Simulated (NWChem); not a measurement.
Molecule: CH6MgSSi; SMILES C[S][Mg][SiH3]

```xyz
10

Mg     0.2452     0.3478     0.0723
S      0.4206    -1.9574     0.2031
C     -1.2988    -2.5689     0.0379
H     -1.2570    -3.6654     0.0957
H     -1.7459    -2.2995    -0.9295
H     -1.9476    -2.2134     0.8510
Si     0.1419     2.9169    -0.0625
H     -0.7501     3.5154     0.9872
H     -0.3766     3.4067    -1.3841
H      1.4903     3.5523     0.1210
```
Atoms are numbered in this order, from 1.

STO-3G and 3-21G are far too small for this property and stand as cheap habits. The geometry was optimised at PBE0/def2-SVP.

Q: Give the principal values of the shielding tensors (ppm) of Mg1, S2, C3, Si7 from Hartree-Fock/STO-3G, GIAO (NWChem), with their diamagnetic and paramagnetic parts as GIAO splits them.

A: 
```tsv
atom	σ11	σ22	σ33	isotropic	diamagnetic	paramagnetic
Mg1	270.1	290.0	689.7	416.6	696.0	-279.4
S2	777.1	806.9	1024.3	869.4	1045.2	-175.7
C3	215.7	219.3	239.0	224.7	249.3	-24.6
Si7	627.5	627.8	653.4	636.2	870.3	-234.0
```
